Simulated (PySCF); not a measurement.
## C₆ coefficients of unlike pairs at PBE

Calculated with PySCF 2.14 from the dipole response of each species, C₆(A,B) = (3/π) ∫ α_A(iu) α_B(iu) du, in atomic units, from isotropic polarisabilities. For ions this is the dispersion term alone; charge-induced terms of lower order in 1/R come first.

```json
{"species": "Be", "configuration": "[He] 2s2 (1S)", "basis": "aug-cc-pVQZ (6s5p4d3f2g)", "relativity": "none", "α (bohr³)": "42.93", "C₆ (like pair)": "257.5"}
{"species": "C²⁺", "configuration": "[He] 2s2 (1S)", "basis": "aug-cc-pV5Z (7s6p5d4f3g2h)", "relativity": "none", "α (bohr³)": "4.219", "C₆ (like pair)": "6.493"}
{"species": "Cr³⁺", "configuration": "[Ar] 3d3 (4F)", "basis": "aug-cc-pwCVTZ-DK (10s9p7d4f3g)", "relativity": "spin-free X2C", "α (bohr³)": "2.212", "C₆ (like pair)": "5.610"}
{"species": "Ar²⁺", "configuration": "[Ne] 3s2 3p4 (3P)", "basis": "def2-QZVPPD (10s7p5d2f1g)", "relativity": "none", "α (bohr³)": "4.829", "C₆ (like pair)": "16.96"}
```

Task: Estimate C₆ for Cr³⁺ with Be.

Result: The integral gives 23.79. The combination rule 2 C_A C_B / (C_A α_B/α_A + C_B α_A/α_B) gives 23.65 and the geometric mean 38.00.

No spin-orbit coupling is included.

The other pairs:

```csv
pair,C₆
"C²⁺, Be",36.64
"Cr³⁺, C²⁺",5.199
"Ar²⁺, Be",49.19
"Ar²⁺, C²⁺",9.994
"Ar²⁺, Cr³⁺",9.409
```
